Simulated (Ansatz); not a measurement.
Reaction (redistribution): `[Cl][Ge]([Cl])([Cl])[Br]` + `ClB[SeH]` → `[Cl][Ge]([Cl])([Cl])[SeH]` + `ClBBr`

Calculated with Ansatz (gas phase, PBE0-D4/def2-TZVP geometries, no zero-point term in ΔE). CCSD(T)/CBS adds triple-zeta CCSD(T) − MP2 to the extrapolated MP2 energy (def2 sets, frozen cores). DFT in def2-TZVPP. For Br, Ge, Se outer-core shells are correlated without core-valence functions, which leaves a few kJ/mol of doubt a bond. Scalar relativity is left out up to krypton. Each species was taken in one conformer, which may not be the lowest.

`[Cl][Ge]([Cl])([Cl])[Br]`:

```xyz
5

Cl    2.001    0.457    0.556
Ge    0.011   -0.018    0.005
Cl    0.047   -1.293   -1.687
Cl   -0.930   -1.028    1.612
Br   -1.129    1.883   -0.485
```

`ClB[SeH]`:

```xyz
5

Cl   -1.017    1.341   -1.381
B    -0.065    0.492   -0.194
Se   -0.329   -1.393    0.031
H     0.731    1.089    0.455
H     0.680   -1.529    1.089
```

`[Cl][Ge]([Cl])([Cl])[SeH]`:

Z-matrix (Å, degrees):
```
Ge
Cl 1 2.127
Cl 1 2.131 2 108.7
Cl 1 2.131 2 108.8 3 115.6
Se 1 2.323 2 107.3 3 -122.2
H 5 1.470 1 90.7 2 -179.7
```

`ClBBr`:

Cartesian coordinates in Å:
```
Cl 0.863 1.324 -0.615
B 0.062 -0.114 -0.085
Br -1.264 -0.050 1.269
H 0.339 -1.160 -0.569
```

| level | ΔE (eV) |
| --- | --- |
| B97M-V | 0.13 |
| PBE0-D4 | 0.10 |
| r2SCANh | 0.11 |
| CCSD/def2-SVP | 0.10 |
| HF/def2-QZVPP | 0.11 |
| MP2/def2-QZVPP | 0.08 |
| MP2/CBS(def2) | 0.07 |
| CCSD/CBS(def2) | 0.09 |

Question: What does CCSD(T)/CBS give? (Best estimate.)

Answer: The calculation gave: +0.09 eV. The listed levels differ from it by 0.04, 0.01, 0.02, 0.01, 0.02, -0.01, -0.02, 0.00 eV.

Largest T1 diagnostic among the species: 0.012.

Leaving LDA and LC-ωPBE aside and taking each functional with its dispersion term where it has one, the values, not all of them listed here, spread over 0.06 eV, from BLYP-D4 to B97M-V.
